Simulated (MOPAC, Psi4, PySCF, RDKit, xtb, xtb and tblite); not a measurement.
Two geometries of SMILES c1(CC)ccc(cc1)[SiH3], relaxed at GFN2-xTB with one dihedral held; other torsions can differ between them too.

Structure A

```
21

C      3.0941     0.4622     0.7174
C      2.3986     0.3114    -0.6371
C      0.9229     0.1028    -0.4515
C      0.0837     1.1821    -0.2006
C     -1.2668     0.9902     0.0145
C     -1.8309    -0.2831    -0.0094
Si    -3.6780    -0.5175     0.2820
C     -0.9829    -1.3571    -0.2598
C      0.3701    -1.1704    -0.4752
H      2.9442    -0.4310     1.3201
H      2.6869     1.3121     1.2604
H      4.1625     0.6154     0.5824
H      2.5717     1.2124    -1.2304
H      2.8293    -0.5374    -1.1721
H      0.4957     2.1820    -0.1793
H     -1.9002     1.8457     0.2060
H     -4.4287     0.1177    -0.8056
H     -3.9794    -1.9495     0.3239
H     -4.0511     0.1091     1.5539
H     -1.3896    -2.3587    -0.2859
H      1.0066    -2.0237    -0.6669
```

Structure B

```
21

C     -3.2227     0.5149     0.6694
C     -2.3838     0.2856    -0.5810
C     -0.9078     0.0901    -0.3487
C     -0.0860    -0.1243    -1.4531
C      1.2728    -0.3092    -1.3051
C      1.8729    -0.2882    -0.0476
Si     3.7295    -0.5514     0.1351
C      1.0468    -0.0740     1.0490
C     -0.3178     0.1121     0.9065
H     -3.1536    -0.3351     1.3445
H     -2.8989     1.4103     1.1952
H     -4.2670     0.6436     0.3922
H     -2.5111     1.1377    -1.2566
H     -2.7641    -0.5951    -1.1086
H     -0.5265    -0.1448    -2.4412
H      1.8848    -0.4729    -2.1815
H      4.0715    -1.9199    -0.2659
H      4.1096    -0.3345     1.5322
H      4.4418     0.3946    -0.7289
H      1.4784    -0.0509     2.0403
H     -0.9167     0.2753     1.7893
```

**Question.** Which is lower in energy at the level Psi4 with B3LYP-D3(BJ)/def2-SVP // GFN2-xTB, and by how much?

**Answer.** A is lower, by 2.61 kJ/mol (dihedral C1–C2–C3–C4: 80° in A, 180° in B).

E(B) − E(A) in kJ/mol at the other levels, on the same two geometries: GFN2-xTB (xtb and tblite) 5.32; MMFF94 // GFN2-xTB (RDKit) 4.72; B3LYP/def2-SVP // GFN2-xTB (Psi4) 2.47; PBE/def2-SVP // GFN2-xTB (Psi4) 1.76; PBE-D3(BJ)/def2-SVP // GFN2-xTB (Psi4) 1.90; UFF // GFN2-xTB (RDKit) 16.46; PM7, restricted, heats of formation // GFN2-xTB (MOPAC) 4.20; PM3, restricted, heats of formation // GFN2-xTB (MOPAC) 4.27; GFN1-xTB // GFN2-xTB (xtb) 5.02; restricted B3LYP/6-31G*, spherical d, density fitting // GFN2-xTB (PySCF) 3.82; restricted B3LYP/3-21G, density fitting // GFN2-xTB (PySCF) 5.34; restricted Hartree-Fock/6-31G*, spherical d, density fitting // GFN2-xTB (PySCF) 5.05; restricted Hartree-Fock/3-21G, density fitting // GFN2-xTB (PySCF) 7.19.
